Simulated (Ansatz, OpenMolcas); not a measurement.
The same job for OpenMolcas

Ansatz 0.2.0 runs this on doublet [BSiN2H5]+:

molecule.yaml:
```yaml
crystal:
  periodic: [false, false, false]
  atoms:
    - {symbol: N, position_ang: [-0.637800, 1.588100, 0.218200]}
    - {symbol: Si, position_ang: [0.258900, 0.175500, 0.530500]}
    - {symbol: B, position_ang: [-0.233900, -1.625800, 0.110200]}
    - {symbol: N, position_ang: [0.650500, -0.971600, -0.738400]}
    - {symbol: H, position_ang: [-0.221300, 2.503300, 0.212900]}
    - {symbol: H, position_ang: [-1.561800, 1.577300, -0.177300]}
    - {symbol: H, position_ang: [1.441200, 0.620900, 1.305200]}
    - {symbol: H, position_ang: [-0.741300, -2.702400, 0.114400]}
    - {symbol: H, position_ang: [1.134000, -1.211600, -1.592900]}
basis:
  gaussian:
    orbitals: cc-pVDZ
total_charge: 1
magnetization:
  spin_polarized: true
  initial_magnetization: 1
hamiltonian:
  xc: {name: r2SCAN}
accuracy: high
output:
  orbitals: {seedname: orbitals}
```

```bash
$ ansatz run molecule.yaml --threads 1 --pin off --max-ram 3480MiB --events-out events.jsonl --progress --plain --runs-dir runs
```

The shape is that of a PBE0-D4/def2-TZVP optimisation. This is one conformer, not always the lowest. That shape belongs to the parent species and isn't relaxed for this state.

It gives a total energy of -426.459742 Eh.

Task: How is this level of theory, on these atoms, set up in OpenMolcas 26.06 as an input file of the program's own?

Result: One way, which was run:

mol.xyz:
```
9

N     -0.637800     1.588100     0.218200
Si     0.258900     0.175500     0.530500
B     -0.233900    -1.625800     0.110200
N      0.650500    -0.971600    -0.738400
H     -0.221300     2.503300     0.212900
H     -1.561800     1.577300    -0.177300
H      1.441200     0.620900     1.305200
H     -0.741300    -2.702400     0.114400
H      1.134000    -1.211600    -1.592900
```

run.input:
```
>>> EXPORT MOLCAS_PRINT=2

&GATEWAY
  BasLib=$CurrDir
  Coord=mol.xyz
  Basis=cc-pVDZ
  Group=NoSym

&SEWARD
  GridInput
  Grid=UltraFine
  End of Grid

&SCF
  UHF
  Charge=1
  Spin=2
  KSDFT=2
  1.0 MGGA_X_R2SCAN
  1.0 MGGA_C_R2SCAN
  Thresholds=1e-10 1e-07 1e-07 1e-05
  PrOrbitals=0
```

```bash
$ export MOLCAS_MEM=1860
$ pymolcas run.input > run.log
```

(Basis files named in the input come from the Basis Set Exchange and aren't shown.)

Its energy is -426.459750 Eh, 0.008 mEh from the first.
